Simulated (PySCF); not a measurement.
Bond stretch in Al₂, triplet.

- UKS-CAM-B3LYP = unrestricted CAM-B3LYP/6-31G in PySCF
- UHF/6-31G (PySCF)
- UKS-TPSSh = unrestricted TPSSh/6-31G (PySCF)

Magnitude of the dipole moment (D; its direction can reverse along the curve, and a method can change to another solution) and Mulliken charge of the fragment that holds Al1:

```tsv
R / Å	μ UKS-CAM-B3LYP	q UKS-CAM-B3LYP	μ UHF	q UHF	μ UKS-TPSSh	q UKS-TPSSh
2.44	1.00	0.00	0.93	0.06	0.00	0.00
2.57	0.00	0.00	0.00	0.00	0.00	0.00
2.66	0.00	0.00	0.00	0.00	0.00	0.00
2.73	0.00	0.00	0.00	0.00	0.00	0.00
2.80	0.00	0.00	0.00	0.00	0.00	0.00
2.86	0.00	0.00	0.00	0.00	0.00	0.00
3.01	0.00	0.00	0.00	0.00	0.00	0.00
3.17	0.00	0.00	0.63	-0.05	0.00	0.00
3.40	0.00	0.00	1.86	-0.13	0.00	0.00
3.69	0.63	-0.03	1.91	-0.11	0.00	0.00
4.12	1.55	-0.07	1.44	-0.07	0.00	0.00
4.52	1.34	-0.06	1.02	-0.04	0.43	-0.02
4.92	0.99	-0.04	0.71	-0.02	1.03	-0.04
5.44	0.60	-0.02	0.44	-0.01	1.03	-0.04
6.01	0.33	-0.01	0.27	0.00	0.65	-0.02
6.62	0.17	0.00	0.16	0.00	0.34	-0.01
7.30	0.09	0.00	0.09	0.00	0.16	0.00
8.28	0.04	0.00	0.04	0.00	0.05	0.00
```

The scan ran from 2.05 to 8.28 Å; beyond the distances shown one of the unrestricted levels run for this scan, shown here or not, changes its spin distribution in one step. The unrestricted determinant behind UHF is spin-contaminated at 2.44 Å (<S²> up to 2.2, against 2.00 for a pure triplet).
